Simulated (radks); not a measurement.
Question: These are the eigenvalues of the occupied orbitals of an atom or ion with whole-number occupations (eV). Method: non-relativistic Kohn-Sham, exchange-only PBE, spin-polarised, spherical densities, point nucleus; computed with a radial shooting solver on a logarithmic mesh with Libxc functionals.

| orbital | eigenvalue |
|---|---|
| 1s up | -41.7823 |

Which element is it, and in what charge state? The configuration may be excited. Open shells, if any, are filled with parallel spins first.

Answer: Z = 2, helium, charge +1: He+ in 1s1. The 1s level, -1.5355 hartree, gives Z - s = 1.8 by -(Z - s)^2/2, which with screening narrows Z to a few neighbours, and with so few levels the electron count can be read from the list.
